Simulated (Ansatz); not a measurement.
`[F][Ge][Cl]` + `CNC` → `C[N](C)[Ge][F]` + HCl at 400 K and 1 bar (ligand exchange at a Ge–Cl bond).

Isolated molecules relaxed with PBE0-D4/def2-TZVP in Ansatz; ΔE leaves out vibrations. CBS: MP2 limit from def2 TZ/QZ plus the TZ coupled-cluster correction, frozen cores. This one scheme is used for every species. For Ge outer-core shells are correlated without core-valence functions, which leaves a few kJ/mol of doubt a bond. Scalar relativity is left out up to krypton. Each species was taken in one conformer, which may not be the lowest.

```csv
species,CCSD(T)/CBS energy (Eh),H − E (kJ/mol),S (J/(mol·K))
`[F][Ge][Cl]`,-2635.75718,25.5,304.4
`CNC`,-135.00321,264.6,293.2
`C[N](C)[Ge][F]`,-2310.36681,253.2,376.2
HCl,-460.38127,29.6,195.4
```

H − E and S are ideal-gas, rigid-rotor, harmonic terms from PBE0-D4/def2-TZVP, for one conformer and one mirror image of each species. 1 Eh = 2625.50 kJ/mol, R = 8.31446 J/(mol·K).

**Question.** By hand: ΔE, ΔH, ΔS and ΔG.

**Answer.** ΔE = (-2310.36681) + (-460.38127) − (-2635.75718) − (-135.00321) = 0.01231 Eh = 32.3 kJ/mol. Δ(H − E) = 253.2 + 29.6 − 25.5 − 264.6 = -7.3, so ΔH = 25.0 kJ/mol. ΔS = 376.2 + 195.4 − 304.4 − 293.2 = -26.0 J/(mol·K). ΔG = 25.0 − 400 × (-26.0)/1000 = 35.4 kJ/mol.

**Question.** By hand: the equilibrium constant, and the temperature at which ΔG would vanish if ΔH and ΔS stayed fixed.

**Answer.** log₁₀ K = −ΔG/(RT ln 10) = -4.6. ΔH and −TΔS have one sign here, so there is no such temperature.

TΔS isn't small against ΔH here. A doubt of 5 kJ/mol in ΔE shifts log₁₀ K by 0.7 here. Other conformers and mirror images would add mixing entropy, several J/(mol·K) or more a flexible species. These are equilibria of isolated gas molecules and say nothing of rates. Largest T1 diagnostic: 0.015 (customary marks: 0.02 for closed shells, 0.045 for open ones).
